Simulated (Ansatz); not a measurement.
Stepwise reaction of `[SiH3][O][In]([SH])[O][SiH3]` with hydrogen fluoride, as a gas-phase model of exchange steps in deposition or etching. ΔE in kJ/mol.

Calculated with Ansatz (gas phase, PBE0-D4/def2-TZVP geometries, no zero-point term in ΔE). CBS: MP2 limit from def2 TZ/QZ plus the TZ coupled-cluster correction, frozen cores. This one scheme is used for every species. DFT in def2-TZVPP. B3LYP here is the variant with VWN-RPA as its local correlation; programs differ in this. def2 core potentials past Kr. For In outer-core shells are correlated without core-valence functions, which leaves a few kJ/mol of doubt a bond. One conformer a species, not always the lowest.

| step | reaction | PBE-D4 | B3LYP-D4 | ωB97M-V | CCSD(T)/CBS |
| --- | --- | --- | --- | --- | --- |
| 1 | `[SiH3][O][In]([SH])[O][SiH3]` + H–F → `[F][In]([SH])[O][SiH3]` + `O[SiH3]` | -17.9 | -14.7 | -15.6 | -3.8 |
| 2 | `[F][In]([SH])[O][SiH3]` + H–F → `[F][In]([F])[SH]` + `O[SiH3]` | -17.5 | -14.6 | -14.2 | -2.5 |

(1) By hand: ΔE of the 2 steps together at CCSD(T)/CBS.

Results:

(1) (-3.8) + (-2.5) = -6.3 kJ/mol, or -3.1 kJ/mol a step.

In ΔE the steps differ by no more than 1.3 kJ/mol. PBE-D4 differs from CCSD(T)/CBS by -15.0 to -14.1 kJ/mol a step. Isolated molecules leave out the surface, adducts and barriers. Largest T1 diagnostic: 0.016.
